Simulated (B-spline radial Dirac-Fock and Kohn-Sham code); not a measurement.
**Binding energies of Co in different valence configurations**

Level of theory: Dirac-Fock ΔSCF + Breit + QED; a radial atomic solver. No correlation.

Reference: the tabulated ground configuration [Ar] 3d7 4s2, with 1s 7722.5 eV, 2s 942.8 eV, 2p1/2 808.6 eV, 2p3/2 794.1 eV, 3p1/2 77.66 eV, 3p3/2 75.85 eV, Kα1 6928.4 eV, Kβ1 7646.7 eV.

Shifts from the reference in eV.

```csv
configuration,average energy,1s,2s,2p1/2,2p3/2,3p1/2,3p3/2,Kα1,Kβ1
[Ar] 3d7 4s1 4p1,+2.97,+1.59,+1.50,+1.61,+1.62,+1.66,+1.66,-0.03,-0.07
[Ar] 3d9,+4.65,-12.37,-14.04,-13.73,-13.75,-11.10,-11.01,+1.38,-1.36
[Ar] 3d6 4s2 4p1,+7.34,+9.72,+10.80,+10.65,+10.66,+8.23,+8.18,-0.94,+1.54
[Ar] 3d8 4s1,+0.44,-7.05,-8.00,-7.78,-7.79,-6.10,-6.05,+0.75,-0.99
```

Values without a named source are computed, but for edge energies of neutral atoms, which are taken from tables.
